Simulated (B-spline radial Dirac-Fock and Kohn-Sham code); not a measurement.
# Two-hole binding energies of Cs³⁺

System: the Cs³⁺ ion, configuration [Kr] 4d10 5s2 5p4.

Input file task.json (cfg lists n, l and occupation; rrms is the nuclear radius in fm):

```json
{"items": [{
  "Z": 55,
  "q": 3,
  "cfg": [[1, 0, 2], [2, 0, 2], [2, 1, 6], [3, 0, 2], [3, 1, 6], [3, 2, 10], [4, 0, 2], [4, 1, 6], [4, 2, 10], [5, 0, 2], [5, 1, 4]],
  "A": 133,
  "rrms": 4.8041,
  "do": ["binding", "quiet", "double"]
}]}
```

Run with: `python xray_run.py task.json out`

Method: Dirac-Fock energy differences between relaxed states, corrected for Breit and QED terms. Computed with a B-spline atomic structure program. U is the two-hole binding energy less the two single-hole energies, the effective repulsion of the holes after relaxation. Each two-hole energy is an average over J within one jj subconfiguration.

```
          holes  E(a) (eV)  E(b) (eV)  E(ab) (eV)  U (eV)
           1s⁻²    36021.2    36021.2     72955.9   913.5
   1s⁻¹ 2p3/2⁻¹    36021.2     5051.0     41309.9   237.7
   1s⁻¹ 3p3/2⁻¹    36021.2     1039.7     37136.3    75.4
   1s⁻¹ 3d3/2⁻¹    36021.2      778.0     36870.1    71.0
           2s⁻²     5759.6     5759.6     11671.3   152.0
        2p3/2⁻²     5051.0     5051.0           ?       ?
   2s⁻¹ 3p1/2⁻¹     5759.6     1107.8      6934.9    67.4
   2s⁻¹ 3p3/2⁻¹     5759.6     1039.7      6864.3    64.9
   2p1/2⁻¹ 3s⁻¹     5398.8     1258.4      6722.7    65.4
2p1/2⁻¹ 3p3/2⁻¹     5398.8     1039.7      6505.9    67.4
2p3/2⁻¹ 3p1/2⁻¹     5051.0     1107.8      6228.1    69.3
3p1/2⁻¹ 3p3/2⁻¹     1107.8     1039.7      2197.6    50.0
        4d3/2⁻²      115.4      115.4       252.5    21.8
        4d5/2⁻²      113.1      113.1       247.9    21.8
```

Problem. Give the missing two-hole energy and U.

Solution. E(ab) = 10269.6 eV and U = 167.6 eV.

Run: 74 s of CPU time on 1 thread of Neoverse-N1 (shared host), peak memory 0.49 GiB.
